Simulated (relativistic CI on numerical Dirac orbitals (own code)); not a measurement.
## Line list: Electric-dipole lines, Ru²⁶⁺

Calculated at this level of theory: Dirac-Coulomb-Breit CI, orbitals from a KLI potential per configuration, model QED, unscaled Slater integrals (own radial code, finite nucleus).

CI space (outside the closed core [Ne]): 3s2 3p6, 3s2 3p5 3d, 3s 3p6 3d, 3s2 3p5 4s, 3s2 3p5 4p, 3s2 3p5 4d, 3s 3p6 4s, 3p6 3d 4p, 3p6 3d2, 3p5 3d3, 3p5 3d2 4s, 3p5 3d2 4p, 3p5 3d2 4d, 3p6 3d 4s, 3p5 3d 4s2, 3p5 3d 4s 4p, 3p5 3d 4s 4d. Double excitations out of closed p, d and f shells are left out; levels of such configurations are missing from the list, as are those of other unlisted configurations, and high levels can miss mixing partners.

| λ vac (nm) | Lower | Upper | A (s⁻¹) | E lower (eV) | E upper (eV) |
| --- | --- | --- | --- | --- | --- |
| 1.5723 | 3s2 3p6 1S_0 [1] | 3s2 3p5 4d 3D°_1 [160] | 5.90e+12 | 0.000 | 788.532 |
| 1.6283 | 3s2 3p6 1S_0 [1] | 3s2 3p5 4d 1P°_1 [157] | 1.19e+13 | 0.000 | 761.422 |
| 6.5014 | 3p6 3d2 3F_2 [18] | 3p5 3d3 3D°_1 [136] | 6.98e+11 | 517.582 | 708.284 |
| 6.5796 | 3p6 3d2 3F_3 [19] | 3p5 3d3 3D°_2 [138] | 5.99e+11 | 522.314 | 710.752 |
| 6.5813 | 3p6 3d2 1D_2 [22] | 3p5 3d3 3S°_1 [143] | 7.22e+11 | 528.730 | 717.119 |
| 6.6822 | 3p6 3d2 3F_4 [20] | 3p5 3d3 3D°_3 [140] | 5.65e+11 | 526.264 | 711.807 |
| 6.7071 | 3s2 3p6 1S_0 [1] | 3s2 3p5 3d 1P°_1 [13] | 7.97e+11 | 0.000 | 184.855 |
| 6.7104 | 3p6 3d2 1G_4 [24] | 3p5 3d3 1F°_3 [145] | 7.54e+11 | 534.506 | 719.269 |
| 6.7959 | 3p6 3d2 3P_2 [25] | 3p5 3d3 3S°_1 [144] | 7.33e+11 | 535.500 | 717.940 |
| 6.8617 | 3p6 3d2 1G_4 [24] | 3p5 3d3 1G°_4 [142] | 8.28e+11 | 534.506 | 715.197 |
| 6.9060 | 3p6 3d2 3F_4 [20] | 3p5 3d3 3F°_4 [134] | 6.33e+11 | 526.264 | 705.795 |
| 6.9405 | 3p6 3d2 3F_3 [19] | 3p5 3d3 3F°_3 [127] | 2.25e+11 | 522.314 | 700.954 |
| 7.0397 | 3p6 3d2 3P_2 [25] | 3p5 3d3 3P°_2 [139] | 3.42e+11 | 535.500 | 711.621 |
| 7.1503 | 3p6 3d2 3F_2 [18] | 3p5 3d3 3F°_2 [119] | 4.93e+11 | 517.582 | 690.980 |
| 7.3632 | 3p6 3d2 3F_3 [19] | 3p5 3d3 3F°_3 [118] | 2.52e+11 | 522.314 | 690.696 |
| 7.4391 | 3p6 3d2 1G_4 [24] | 3p5 3d3 1H°_5 [128] | 1.82e+11 | 534.506 | 701.170 |
| 7.7554 | 3p6 3d2 3F_3 [19] | 3p5 3d3 3G°_4 [102] | 1.62e+11 | 522.314 | 682.182 |
| 7.9044 | 3p6 3d2 3F_4 [20] | 3p5 3d3 1H°_5 [105] | 9.72e+10 | 526.264 | 683.118 |
| 9.3937 | 3s2 3p5 3d 3F°_4 [6] | 3s 3p6 3d 3D_3 [16] | 1.36e+11 | 128.914 | 260.901 |
| 9.5253 | 3s2 3p5 3d 3F°_3 [4] | 3s 3p6 3d 3D_2 [15] | 1.29e+11 | 126.434 | 256.598 |

Terms are leading LS components. Brackets give the number of a level in order of energy, since labels repeat. The list gives strong lines, with weight on those to low levels, without lines whose two gauges differ by over a factor of 2.5, among the lowest 200 of 1246 levels, so that lines to higher ones, which can be the strongest, are missing. Levels whose partners in the same complex of configurations lie outside the list can be far off, and so can their lines. Rates are taken at the computed energies, electric ones in the length gauge.

At this charge energies of transitions that change n are usually good to better than 1 %, and those within a shell (Δn = 0) to a few per cent.

(1) From the table, what is the radiative lifetime of 3s2 3p5 4d 3D°_1?

Answers

(1) The listed rates from this level add up to about 5.90e+12 s⁻¹, 99 % of its decay; with all channels τ = 1.68e-13 s.

LS names give the leading component of a level, which can be under half, so a name can repeat, a term be missing and a line seem to break the LS rules.
